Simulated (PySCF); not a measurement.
Al(H)(OMe)(tBu), SMILES C[O][AlH][C](C)(C)C, GFN2-xTB optimised geometry.

```
20

Al    -0.47     0.62     0.00
H     -1.18     1.98     0.00
O     -1.44    -0.71     0.00
C     -2.29    -1.82     0.00
H     -2.44    -2.18     1.02
H     -3.26    -1.54    -0.42
H     -1.86    -2.62    -0.61
C      1.57     0.62     0.00
C      2.17    -0.03    -1.26
C      1.94     2.11     0.03
C      2.17    -0.08     1.23
H      3.26     0.00    -1.23
H      1.83     0.49    -2.16
H      1.86    -1.07    -1.33
H      1.52     2.62    -0.84
H      1.54     2.58     0.92
H      3.02     2.25     0.02
H      1.84     0.40     2.15
H      1.87    -1.12     1.26
H      3.26    -0.04     1.20
```

Density from CAM-B3LYP/def2-SVP (PySCF 2.14.0) at that geometry.

Minimum of the electron density along straight lines between bonded atoms, close to the bond critical point (lines longer than 1.1 times the sum of covalent radii, or with two minima, are not listed):

| bond | length / Å | ρ at the minimum / e bohr⁻³ | ∇²ρ there / e bohr⁻⁵ | position (fraction from the first atom) |
|---|---|---|---|---|
| Al1–H2 | 1.536 | (withheld) | 0.31 | 0.51 |
| Al1–O3 | 1.646 | (withheld) | 1.05 | 0.44 |
| O3–C4 | 1.400 | 0.252 | -0.29 | 0.66 |
| C4–H5 | 1.093 | 0.282 | -1.09 | 0.64 |
| C4–H6 | 1.092 | 0.283 | -1.09 | 0.64 |
| C4–H7 | 1.092 | 0.282 | -1.09 | 0.64 |
| Al1–C8 | 2.041 | (withheld) | 0.25 | 0.39 |
| C8–C9 | 1.536 | 0.240 | -0.54 | 0.49 |
| C8–C10 | 1.532 | 0.242 | -0.54 | 0.49 |
| C8–C11 | 1.536 | 0.240 | -0.54 | 0.49 |
| C9–H12 | 1.092 | 0.274 | -0.99 | 0.62 |
| C9–H13 | 1.090 | 0.275 | -1.00 | 0.62 |
| C10–H15 | 1.091 | 0.275 | -1.00 | 0.62 |
| C10–H16 | 1.091 | 0.275 | -1.00 | 0.62 |
| C10–H17 | 1.091 | 0.274 | -1.00 | 0.62 |
| C11–H18 | 1.090 | 0.275 | -1.00 | 0.62 |
| C11–H20 | 1.092 | 0.274 | -0.99 | 0.62 |

Task: Complete the blanks.

Result: 
- Al1–H2, ρ at the minimum / e bohr⁻³: 0.086
- Al1–O3, ρ at the minimum / e bohr⁻³: 0.103
- Al1–C8, ρ at the minimum / e bohr⁻³: 0.078
